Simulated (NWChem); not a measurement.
Species: Si₂H₃F₃; SMILES F[Si](F)(F)[SiH3]

All runs: NWChem. Coordinates come from a PBE0/def2-SVP optimisation. Level M06-L/def2-SVP: energy and gradient on several grids; changes count from the extra-fine grid, which is no exact limit either.

```csv
grid,size of the energy change (μHa),largest change of a gradient component (μHa/bohr),"time, medium = 1 (rough)"
xcoarse,40000,2000,about 1
coarse,2000,600,about 1
medium,80,400,about 1
fine,40,100,about 1
xfine,< 10,< 30,2
```
